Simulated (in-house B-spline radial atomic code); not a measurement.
Radial electron density of Ar, [Ne] 3s1 3p6 6g1. Computed with a B-spline radial code for spherical atoms: Dirac-Hartree-Fock, average of configuration, Fermi nucleus of rms radius 3.4274 fm.

Columns: r (bohr), 4πr²n(r) (electrons per bohr), bar.

```
 0.00392    0.675 #
 0.00504    1.067 ##
 0.00648    1.668 ###
 0.00834    2.573 #####
  0.0107    3.874 ########
  0.0138    5.741 ############
  0.0177    8.178 #################
  0.0228    11.26 #######################
  0.0294    14.74 ###############################
  0.0378    18.03 ######################################
  0.0486    20.36 ##########################################
  0.0625    20.88 ############################################
  0.0805    19.28 ########################################
   0.104    16.46 ##################################
   0.133    14.65 ###############################
   0.171    15.54 ################################
    0.22    18.76 #######################################
   0.283    21.09 ############################################
   0.365    19.05 ########################################
   0.469     12.9 ###########################
   0.604    6.705 ##############
   0.776    4.245 #########
   0.999    4.842 ##########
    1.29    5.284 ###########
    1.65    4.057 ########
    2.13    2.063 ####
    2.74    0.684 #
    3.52   0.1375 
    4.53  0.01445 
    5.83 0.0007219 
    7.49 0.0003451 
    9.64 0.001665 
    12.4 0.006147 
      16  0.01499 
    20.5  0.01836 
    26.4 0.004627 
      34 0.005694 
    43.7   0.0324 
    56.2  0.02273 
    72.3 0.003436 
    93.1 9.341e-05 
     120 3.069e-07 
     154 8.448e-11
```

On this grid the curve has 5 maxima, near 0.0625, 0.283, 1.29, 20.5, 43.7 bohr.

The 3s1/2 radial function P(r) = rR(r), positive near the nucleus, with its small component Q(r) (sign convention: Q ≈ (P' + κP/r)/2c):

```json
{"r (bohr)": "0.00111", "P": "0.01569", "Q": "-0.001038"}
{"r (bohr)": "0.00184", "P": "0.02556", "Q": "-0.001698"}
{"r (bohr)": "0.00304", "P": "0.04113", "Q": "-0.002746"}
{"r (bohr)": "0.00504", "P": "0.06545", "Q": "-0.004406"}
{"r (bohr)": "0.00834", "P": "0.1014", "Q": "-0.006925"}
{"r (bohr)": "0.0138", "P": "0.1507", "Q": "-0.01055"}
{"r (bohr)": "0.0228", "P": "0.2076", "Q": "-0.01524"}
{"r (bohr)": "0.0378", "P": "0.2497", "Q": "-0.02023"}
{"r (bohr)": "0.0625", "P": "0.2221", "Q": "-0.02305"}
{"r (bohr)": "0.104", "P": "0.04738", "Q": "-0.01975"}
{"r (bohr)": "0.171", "P": "-0.2636", "Q": "-0.008243"}
{"r (bohr)": "0.283", "P": "-0.465", "Q": "0.006244"}
{"r (bohr)": "0.469", "P": "-0.126", "Q": "0.01118"}
{"r (bohr)": "0.776", "P": "0.648", "Q": "0.003487"}
{"r (bohr)": "1.29", "P": "0.9289", "Q": "-0.003768"}
{"r (bohr)": "2.13", "P": "0.4533", "Q": "-0.002691"}
{"r (bohr)": "3.52", "P": "0.06993", "Q": "-0.0004461"}
{"r (bohr)": "5.83", "P": "0.001967", "Q": "-1.269e-05"}
```
